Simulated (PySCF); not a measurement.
## Fractional electron number in Ir+ (iridium, charge +1)

The 6s alpha orbital of [Xe] 4f14 5d7 6s1 is emptied in steps (occupation f), with all orbitals relaxed, ending at [Xe] 4f14 5d7. Calculation: PySCF 2.14, in aug-cc-pVDZ-PP with ECP60MDF (5s5p4d2f, 54 functions); scalar relativity through the core potential. The exact energy is a straight line in f; departures are measured from the line between the end points of the same method.

```
   f  UHF (eV)
   1     0.000
0.75     0.050
 0.5     0.066
0.25     0.048
   0     0.000
```

Q: For UHF, how does the orbital energy at f = 1 compare with the removal energy?

A: −ε = 16.578 eV against a total-energy difference of 16.302 eV. By Janak's theorem ε = ∂E/∂f, so the gap between them reflects the curvature. Along the path −ε is 16.432 (f = 0.75), 16.296 (f = 0.5), 16.170 (f = 0.25) eV.

Reference removal energy between the ground levels: 17 ± 0.3 eV (semi-empirical (NIST evaluation); NIST Atomic Spectra Database, ionization energies). The calculation has no spin-orbit coupling. UHF lacks correlation.
